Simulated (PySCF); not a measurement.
# One molecule, several mistakes: GeH5N2Si

Calculated results; nothing here was measured. They come from PySCF 2.14.0, an open-source quantum chemistry program, on an isolated molecule that a program drew, which may never have been made. The molecule is GeH5N2Si (charge 0, doublet), drawn as the SMILES string `N=[Si](N)[GeH2]`.

Each row is a Hartree-Fock (HF) and frozen-core CCSD(T) single point in the cc-pV(D+d)Z basis, meant for a local HF minimum. Run 1 is clean. Each other run has one planted mistake out of seven kinds, and not every kind appears here: one electron removed, one electron added, multiplicity raised by two, geometry at a saddle point, minimal basis STO-3G, one bond length entered in bohr, all coordinates scaled. The reference is restricted for singlets and unrestricted otherwise, and also for a bond in bohr. Adding or removing an electron swaps singlet and doublet. Electrons count all cores. HOMO and LUMO are orbital energies over both spins, the gradient is its largest component, and the lowest frequency (negative if imaginary) is given only where the gradient is small. Bond lengths are over the 8 bonds as drawn. T1 is the CCSD diagnostic: over 0.02 (restricted) or 0.045 (unrestricted) a single reference is doubtful. Germanium has the cc-pVDZ-PP basis, with a core potential (ECP10MDF) in place of its 10 inner electrons, and its 3s, 3p and 3d shells are frozen in CCSD(T).

Geometry of the clean run:
```xyz
9
GeH5N2Si, angstrom
N     0.7446    0.5064    0.1169
Si    0.4162   -0.8662   -0.5717
N     1.1836   -2.2767   -0.0785
Ge   -1.2085   -1.3845   -2.2290
H     0.3081    1.3764   -0.1182
H     1.8728   -2.2725    0.6494
H     1.0630   -3.1711   -0.5080
H    -0.9007   -2.6249   -3.0770
H    -1.5902   -0.2058   -3.1256
```

```
run,electrons,basis functions,<S^2>,HOMO (eV),LUMO (eV),gradient (hartree/bohr),lowest frequency (cm^-1),mean bond (Å),longest bond (Å),T1,HF (hartree),CCSD(T) (hartree),mistake
1,65,99,0.764,-8.71,0.42,1.3e-05,117,1.4618,2.378,0.0188,-694.10627,-694.67600,no fault
2,65,99,0.885,-8.19,0.28,5.9e-02,-,1.5831,2.575,0.0331,-694.05151,-694.64373,all coordinates scaled
3,65,99,3.785,-4.50,0.52,1.3e-01,-,1.4618,2.378,0.0235,-693.97958,-694.50704,multiplicity raised by two
4,65,99,1.637,-8.38,0.07,5.4e-03,-,1.6319,2.890,0.0378,-694.01217,-694.56763,one bond length entered in bohr
5,64,99,0.000,-14.24,-7.09,4.9e-02,-,1.4618,2.378,0.0383,-693.81485,-694.39225,?
6,66,99,0.000,-1.16,8.25,5.3e-02,-,1.4618,2.378,0.0156,-694.11767,-694.71022,?
```

**Which mistake was planted in run 5, and what did it cost?**

It counts 64 electrons, one fewer than the clean run, at the same geometry and basis. So the mistake is: one electron removed. Subtracting run 1 and multiplying by 627.51 kcal/mol a hartree, the energy moved by 182.9 kcal/mol in HF and 178.1 kcal/mol in CCSD(T).

**Which mistake was planted in run 6, and what did it cost?**

It counts 66 electrons, one more than the clean run, at the same geometry and basis. So the mistake is: one electron added. Subtracting run 1 and multiplying by 627.51 kcal/mol a hartree, the energy moved by -7.2 kcal/mol in HF and -21.5 kcal/mol in CCSD(T).

Cautions from the logs. Run 5: T1 is over the limit, so its CCSD(T) energy is less reliable.
